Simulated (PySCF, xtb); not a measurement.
CrO2F2, SMILES [F][Cr](=[O])([F])=[O], multiplicity 1.

GFN2-xTB run with xtb at its own geometry gives an orbital gap of 3.02 eV and a dipole moment of 2.54 D.

Geometry optimised at PBE0-D3(BJ)/def2-SVP. The spin state was assumed, not searched. The isomer is the one that the SMILES or the coordinates give; other isomers of the formula were not compared.

Question: What does PBE/def2-TZVP run with PySCF give? (Estimate from the structure and the level; the computed values follow.)

Answer: gap 3.15 eV (levels -8.76 and -5.61 eV), dipole 0.15 D.
